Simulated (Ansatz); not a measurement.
The same ligand exchange along the group B, Al, Ga.

Gas-phase electronic energies from Ansatz, PBE0-D4/def2-TZVP geometries. CCSD(T)/CBS is the MP2 limit (def2-TZVPP, def2-QZVPP) plus CCSD(T) − MP2 in def2-TZVPP, frozen cores. This one scheme is used for every species. DFT in def2-TZVPP. B3LYP here is the variant with VWN-RPA as its local correlation; programs differ in this. For Br, Ga outer-core shells are correlated without core-valence functions, which leaves a few kJ/mol of doubt a bond. Scalar relativity is left out up to krypton.

```tsv
reaction	B2PLYP (kJ/mol)	PBE0-D4 (kJ/mol)	B3LYP-D4 (kJ/mol)	CCSD(T)/CBS(def2) (kJ/mol)
`FB(Cl)Br` + HCl → `FB(Cl)Cl` + HBr	-13	-12	-13	-9
`[F][Al]([Cl])[Br]` + HCl → `[F][Al]([Cl])[Cl]` + HBr	-2	1	-2	1
`[F][Ga]([Cl])[Br]` + HCl → `[F][Ga]([Cl])[Cl]` + HBr	12	13	12	13
```

Largest T1 diagnostic: 0.012, for `[F][Ga]([Cl])[Cl]`.
